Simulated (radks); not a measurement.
Results of a calculation; reference values are marked as such.
Task: Mean orbital radii <r> (bohr) of neutral beryllium, [He] 2s2, of relativity; Dirac values are averaged over j with weights 2j + 1. Spin-unpolarised spherical Kohn-Sham, LDA (Slater exchange, Perdew-Wang correlation), point nucleus unless stated (finite: rms radius 2.519 fm), a radial shooting solver on a logarithmic mesh with Libxc functionals. A level marked "c x" has the speed of light scaled by that factor.

| shell | non-rel. |
|---|---|
| 1s | 0.4251 |
| 2s | 2.620 |

Give the values at the level "Dirac, c x 2".

Result: 
shell  Dirac, c x 2  change of magnitude (%)
1s           0.4251                    -0.01
2s            2.620                    0.00
